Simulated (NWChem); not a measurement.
System: SiH₄S₃O; SMILES O[Si](S)(S)S

Here is an NWChem input.

```
start job
memory heap 200 mb stack 900 mb global 1100 mb
geometry units angstroms noautosym nocenter noautoz
  O     -0.334238    -0.108365     1.891877
  Si    -0.058361    -0.003625     0.262326
  S     -0.859368    -1.794623    -0.566859
  S     -0.940674     1.842395    -0.368346
  S      1.986883     0.090568    -0.346791
  H     -0.052829     0.644874     2.423036
  H     -1.922020    -1.803725     0.269851
  H     -0.451921     1.767956    -1.625842
  H      2.226131    -1.219096    -0.106416
end
basis spherical
  O library pcsseg-1
  Si library pcsseg-1
  S library pcsseg-1
  H library pcsseg-1
end
dft
  xc xpbe96 cpbe96
  iterations 150
end
property
  shielding
end
task dft property
```

Structure relaxed at the PBE0/def2-SVP level.

GIAO values for the isolated, static molecule; σ is the absolute isotropic shielding, δ = σ(reference) − σ with the isolated reference molecule computed at the same levels (1H: tetramethylsilane, 17O: water, 29Si: tetramethylsilane).

Atoms are numbered as in the input.

Question: Give the results of this calculation. (PBE/pcSseg-1, GIAO.) Quantities: δ O1 (ppm); δ Si2 (ppm); σ S3 (ppm); σ S5 (ppm); δ H6 (ppm); δ H7 (ppm); δ H8 (ppm).

Answer: 
| Item | Result |
|---|---|
| δ O1 (ppm) | 103.9 |
| δ Si2 (ppm) | 30.0 |
| σ S3 (ppm) | 612.9 |
| σ S5 (ppm) | 597.9 |
| δ H6 (ppm) | 1.95 |
| δ H7 (ppm) | 1.75 |
| δ H8 (ppm) | 1.23 |
